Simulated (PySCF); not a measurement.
Molfile (atoms numbered from 1):
```
C6H8O
     RDKit          3D

 15 15  0  0  0  0  0  0  0  0999 V2000
    1.5278    2.1715   -0.3402 O   0  0  0  0  0  0  0  0  0  0  0  0
    2.1914    1.3404    0.2360 C   0  0  0  0  0  0  0  0  0  0  0  0
    1.7811    0.0036    0.6339 C   0  0  0  0  0  0  0  0  0  0  0  0
    0.5706   -0.5431    0.4232 C   0  0  0  0  0  0  0  0  0  0  0  0
   -0.5588    0.0894   -0.2373 C   0  0  0  0  0  0  0  0  0  0  0  0
   -1.9545   -0.2470    0.2462 C   0  0  0  0  0  0  0  0  0  0  0  0
   -1.4889   -0.7790   -1.0593 C   0  0  0  0  0  0  0  0  0  0  0  0
    3.2399    1.5692    0.5163 H   0  0  0  0  0  0  0  0  0  0  0  0
    2.5387   -0.5780    1.1404 H   0  0  0  0  0  0  0  0  0  0  0  0
    0.3964   -1.5562    0.7717 H   0  0  0  0  0  0  0  0  0  0  0  0
   -0.3834    1.0966   -0.5857 H   0  0  0  0  0  0  0  0  0  0  0  0
   -2.6760    0.5547    0.2576 H   0  0  0  0  0  0  0  0  0  0  0  0
   -2.0469   -0.9308    1.0767 H   0  0  0  0  0  0  0  0  0  0  0  0
   -1.2587   -1.8313   -1.1334 H   0  0  0  0  0  0  0  0  0  0  0  0
   -1.8831   -0.3519   -1.9680 H   0  0  0  0  0  0  0  0  0  0  0  0
  1  2  2  0
  2  3  1  0
  3  4  2  0
  4  5  1  0
  5  6  1  0
  6  7  1  0
  7  5  1  0
  2  8  1  0
  3  9  1  0
  4 10  1  0
  5 11  1  0
  6 12  1  0
  6 13  1  0
  7 14  1  0
  7 15  1  0
M  END
```

Level of theory: σ from GIAO-PBE0/pcSseg-1, geometry: GFN2-xTB, in PySCF 2.14 (equivalent nuclei averaged, in vacuum, one computed conformer, no relativistic terms).

δ = σ(ref) − σ, references computed at the same level: 13C (σref 186.93) against TMS.

Q: Do the 13C shifts follow the atomic charges (in e)? Tabulate both.

A: 
```tsv
atoms	hybridisation	δ (ppm)	σ para (ppm)	Hirshfeld	IAO	Mulliken	ESP-fitted
C2	sp2	194.9	-251	+0.11	+0.24	+0.29	+0.59
C4	sp2	169.4	-237	+0.01	-0.06	-0.03	-0.11
C3	sp2	129.4	-202	-0.08	-0.25	-0.22	-0.45
C5	sp3	18.0	-80	-0.04	-0.15	-0.28	+0.03
C6/C7	sp3	13.3	-80	-0.08	-0.28	-0.18	-0.30
```

Correlation coefficients of δ with charge over these carbons: Hirshfeld +0.70, IAO +0.71, Mulliken +0.77, ESP-fitted +0.44; with the paramagnetic shielding -1.00. With so few points, grouped by hybridisation, these coefficients are fragile. Charge is one influence among several: hybridisation and low-lying excitations act through the paramagnetic term.

Shifts are as computed. Against solution values, carbons near 30 ppm lie about +3 ppm off and those near 130 ppm about +5 ppm. Of 1211 compounds with measured shifts, 218 miss one by over three times the rms of a fit or turn the order of signals round; such compounds aren't used in these exercises.
